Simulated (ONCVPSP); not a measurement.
Logarithmic derivatives: holmium (Ho), ONCV

ONCVPSP 4.0.1 input, shortened (lines: element, Z, core and valence counts, functional; n l f; lmax; l rc ep ncon nbas qcut; lloc lpopt rc5 dvloc0; l nproj debl; icmod fcfact rcfact), LDA (Perdew-Zunger), scalar-relativistic:

```
  Ho 67.00    9    5        3      upf
    1    0    2.00
    2    0    2.00
    2    1    6.00
    3    0    2.00
    3    1    6.00
    3    2   10.00
    4    0    2.00
    4    1    6.00
    4    2   10.00
    4    3   11.00
    5    0    2.00
    5    1    6.00
    5    2    1.00
    6    0    1.00
    3
    0    1.85    0.00    5    9    6.60
    1    1.75    0.00    4    8    7.00
    2    4.00    0.00    4    9    4.20
    3    0.65    0.00    3    6   18.00
    4    4    0.50    2.00
    0    2    3.30
    1    2    2.90
    2    1    1.20
    3    2    3.40
    0    0.00    0.00
```

The phase is arctan(r·R′/R) of the radial function R(r), unwrapped; energies in Ha, scanned from -3 to 5 Ha. A pole is an energy at which the radial function vanishes at the test radius. The pseudo phase is shifted by a multiple of π to meet the all-electron one at the reference energy, and phase errors are pseudo minus all-electron; the curves can meet again beyond the range given. Levels narrower than the energy grid can be missing from the lists of poles.

| channel | radius (bohr) | reference energy (Ha) | poles, all-electron | poles, pseudo | unbroken range about the reference energy with phases within 0.05 rad | phase error 1 Ha above the reference energy (rad) |
| --- | --- | --- | --- | --- | --- | --- |
| s | 1.88 | -0.14 | -1.28 | -1.28 | the whole range | -0.000 |
| p | 1.78 | -0.93 | 0.32 | 0.32 | the whole range | -0.000 |
| d | 4.07 | -0.04 | 0.09, 1.26, 3.25 | 0.10, 1.47, 4.37 | below 0.3 | +0.052 |
| f | 0.66 | -0.10 | none | none | the whole range | -0.000 |

Note: ghosts flagged at negative energy: s at -982.9 eV, p at -376.1 eV, d at -134.4 eV; GHOST(+) flagged for s at 147.2 eV. A true bound ghost makes a file unfit for plane-wave use.

Phases in the f channel:

```tsv
E (Ha)	all-electron	pseudo
-2.98	-0.212	-0.213
-2.54	-0.352	-0.353
-2.10	-0.487	-0.487
-1.66	-0.612	-0.613
-1.22	-0.725	-0.726
-0.78	-0.826	-0.827
-0.34	-0.915	-0.915
0.10	-0.993	-0.993
0.54	-1.061	-1.061
0.98	-1.121	-1.121
1.42	-1.173	-1.173
1.86	-1.220	-1.220
2.30	-1.261	-1.261
2.74	-1.298	-1.298
3.18	-1.331	-1.331
3.62	-1.361	-1.361
4.06	-1.389	-1.389
4.50	-1.414	-1.414
4.94	-1.437	-1.437
```
